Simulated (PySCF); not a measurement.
Geometry:
```
atom   x (Å)   y (Å)   z (Å)
  B1  -0.153   0.899  -1.122
  H2  -0.281   1.650  -2.061
  N3  -1.178   0.759  -0.139
  B4  -1.056  -0.120   0.979
  H5  -1.941  -0.222   1.797
  N6   0.150  -0.873   1.094
  B7   1.210  -0.778   0.143
  H8   2.221  -1.431   0.261
  N9   1.029   0.117  -0.953
 H10  -2.024   1.302  -0.239
 H11   0.257  -1.503   1.878
 H12   1.767   0.200  -1.639
```

One averaged value for each set of equivalent atoms, one computed conformer, in vacuum, non-relativistic. GIAO KT2/pcSseg-1 shieldings; structure optimised with PBE0-D3(BJ)/def2-SVP; PySCF 2.14.0 with density-fitted response routines.

Referencing at the same level of theory: $^{1}$H (σ = 31.18 ppm) vs TMS; $^{11}$B (σ = 99.90 ppm) against BF3·OEt2; NH3 for $^{15}$N (σ = 264.30 ppm).

| atoms | nucleus | count | δ (ppm) |
| --- | --- | --- | --- |
| H2/H5/H8 | $^{1}$H | 3 | 4.67 |
| N3/N6/N9 | $^{15}$N | 3 | 146.6 |
| H10/H11/H12 | $^{1}$H | 3 | ? |
| B1/B4/B7 | $^{11}$B | 3 | ? |

Question: Fill in the missing shifts.

Answer: 
- H10/H11/H12: 5.71 ppm, hydrogen on a nitrogen bonded to 2 B
- B1/B4/B7: 23.0 ppm, boron bonded to 2 N, H

Exchangeable OH/NH protons stand at their gas-phase positions; hydrogen bonding in a real sample shifts them, mostly to higher δ. Hydrogens on boron are broadened and split by $^{11}$B (spin 3/2, 80 %) and 10B (spin 3). Experimental scales use liquid or dissolved standards, which lie at an offset from isolated NH3 (liquid NH3: subtract about 20 ppm).
